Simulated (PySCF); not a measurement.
Geometry:
```json
{"atom": "C1", "x (Å)": "2.617", "y (Å)": "-0.553", "z (Å)": "0.174"}
{"atom": "C2", "x (Å)": "1.403", "y (Å)": "-0.861", "z (Å)": "-0.249"}
{"atom": "C3", "x (Å)": "0.576", "y (Å)": "-0.011", "z (Å)": "-1.139"}
{"atom": "Si4", "x (Å)": "-0.883", "y (Å)": "0.776", "z (Å)": "-0.176"}
{"atom": "N5", "x (Å)": "-0.132", "y (Å)": "1.541", "z (Å)": "1.175"}
{"atom": "Si6", "x (Å)": "-2.396", "y (Å)": "-0.763", "z (Å)": "0.639"}
{"atom": "H7", "x (Å)": "3.169", "y (Å)": "-1.191", "z (Å)": "0.843"}
{"atom": "H8", "x (Å)": "3.112", "y (Å)": "0.352", "z (Å)": "-0.140"}
{"atom": "H9", "x (Å)": "0.934", "y (Å)": "-1.778", "z (Å)": "0.084"}
{"atom": "H10", "x (Å)": "1.191", "y (Å)": "0.770", "z (Å)": "-1.587"}
{"atom": "H11", "x (Å)": "0.167", "y (Å)": "-0.614", "z (Å)": "-1.951"}
{"atom": "H12", "x (Å)": "-1.491", "y (Å)": "1.731", "z (Å)": "-1.137"}
{"atom": "H13", "x (Å)": "0.768", "y (Å)": "1.979", "z (Å)": "1.068"}
{"atom": "H14", "x (Å)": "-0.687", "y (Å)": "2.044", "z (Å)": "1.847"}
{"atom": "H15", "x (Å)": "-1.974", "y (Å)": "-2.157", "z (Å)": "0.467"}
{"atom": "H16", "x (Å)": "-3.689", "y (Å)": "-0.651", "z (Å)": "-0.045"}
{"atom": "H17", "x (Å)": "-2.691", "y (Å)": "-0.602", "z (Å)": "2.066"}
```

Geometry: GFN2-xTB; GIAO shifts from PySCF, gas phase, non-relativistic, averaged over equivalent atoms.

At PBE0/pcSseg-1 (171 basis functions, roughly 60 core-seconds):
| atoms | δ (ppm) |
| --- | --- |
| C2 | 143.5 |
| C1 | 119.2 |
| C3 | 27.1 |
| Si4 | -35.1 |
| Si6 | -120.6 |
| N5 | 9.5 |
| H9 | 6.26 |
| H12 | 5.34 |
| H8 | 5.25 |
| H7 | 5.21 |
| H15/H16/H17 | 3.35 |
| H10 | 2.06 |
| H11 | 1.85 |
| H13/H14 | -0.17 |

References, each an isolated molecule treated in the same way: ¹³C (186.93 ppm), ²⁹Si (349.16 ppm), ¹H (31.72 ppm) vs TMS; ¹⁵N (267.73 ppm) vs NH3.

Estimate the result of repeating the calculation with HSE06/6-31++G**.

Answers


| atoms | δ at HSE06/6-31++G** | change |
| --- | --- | --- |
| C2 | 132.0 | -11.5 |
| C1 | 109.0 | -10.2 |
| C3 | 27.4 | +0.3 |
| Si4 | -16.6 | +18.5 |
| Si6 | -94.3 | +26.3 |
| N5 | 7.7 | -1.8 |
| H9 | 6.45 | +0.19 |
| H12 | 5.51 | +0.17 |
| H8 | 5.29 | +0.04 |
| H7 | 5.22 | +0.01 |
| H15/H16/H17 | 3.39 | +0.04 |
| H10 | 2.21 | +0.15 |
| H11 | 1.97 | +0.12 |
| H13/H14 | -0.05 | +0.12 |

Referencing at the same level of theory: ¹³C (σref 197.90) and ²⁹Si (σref 407.54) and ¹H (σref 31.85) against TMS; ¹⁵N (σref 272.34) vs NH3.

The largest change is at Si6 (silicon bonded to Si, 3 H). Cost: 182 basis functions, roughly 2.3 core-minutes. The order of the carbon signals is the same at both levels.

Experimental scales use liquid or dissolved standards, which lie at an offset from isolated NH3 (liquid NH3: subtract about 20 ppm).
